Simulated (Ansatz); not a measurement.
Calculated with Ansatz (gas phase, PBE0-D4/def2-TZVP geometries, no zero-point term in ΔE). CCSD(T)/CBS adds triple-zeta CCSD(T) − MP2 to the extrapolated MP2 energy (def2 sets, frozen cores). DFT in def2-TZVPP. B3LYP here is the variant with VWN-RPA as its local correlation; programs differ in this. Elements past krypton have def2 core potentials. For Ge, Sn outer-core shells are correlated without core-valence functions, which leaves a few kJ/mol of doubt a bond. Scalar relativity is left out up to krypton. Each species was taken in one conformer, which may not be the lowest.

Consider the substitution at a C–Ge bond: `[CH3][GeH]([SiH3])[Cl]` + `[NH2][Sn][OH]` → `C[O][Sn][NH2]` + `[SiH3][GeH2][Cl]`.

`[CH3][GeH]([SiH3])[Cl]`:

Cartesian coordinates in Å:
```
C -0.778 -0.119 1.642
Ge -0.470 -0.608 -0.217
Si 1.034 0.822 -1.387
Cl 0.486 -2.564 -0.191
H 0.172 -0.051 2.171
H -1.400 -0.876 2.122
H -1.286 0.846 1.695
H -1.804 -0.819 -0.960
H 2.318 0.886 -0.641
H 0.457 2.191 -1.480
H 1.271 0.293 -2.754
```

`[NH2][Sn][OH]`:

```xyz
6

N    -0.523    0.542    0.747
Sn   -0.966   -0.956   -0.537
O     0.824   -1.066   -1.383
H    -1.193    0.926    1.396
H     0.368    1.007    0.837
H     1.490   -0.453   -1.060
```

`C[O][Sn][NH2]`:

```xyz
9

C    -1.216    0.633   -0.059
O    -0.135    1.399   -0.504
Sn    1.763    0.826   -0.566
N     1.449   -1.027    0.172
H    -1.354   -0.282   -0.654
H    -2.135    1.223   -0.146
H    -1.114    0.334    0.994
H     0.555   -1.407    0.445
H     2.187   -1.699    0.317
```

`[SiH3][GeH2][Cl]`:

```xyz
8

Si    0.436   -1.093   -0.406
Ge   -0.236    1.010    0.482
Cl   -2.142    1.485   -0.438
H     1.744   -1.486    0.184
H     0.568   -0.973   -1.879
H    -0.590   -2.110   -0.067
H     0.708    2.170    0.125
H    -0.488    0.997    1.998
```

```tsv
level	ΔE (kJ/mol)	difference from CCSD(T)/CBS
PBE0-D4	90.8	-4.7
B3LYP-D4	85.2	-10.3
BHLYP-D4	86.2	-9.3
ωB97X-V	87.8	-7.7
BLYP	83.2	-12.3
r2SCANh	91.3	-4.2
CAM-B3LYP	84.7	-10.8
HF/def2-TZVPP	82.1	-13.4
CCSD(T)/def2-TZVPP	93.5	-2.0
HF/def2-QZVPP	81.1	-14.4
CCSD(T)/CBS	95.5	0
```

Largest T1 diagnostic among the species: 0.017.

At CCSD(T), def2-SVP lies −27.1 kJ/mol from the extrapolated value and def2-TZVPP −2.0 kJ/mol. In def2-TZVPP, CCSD(T) changes the Hartree–Fock value by +11.4 kJ/mol (the triples alone add +0.3 kJ/mol) and MP2 by +20.1 kJ/mol.
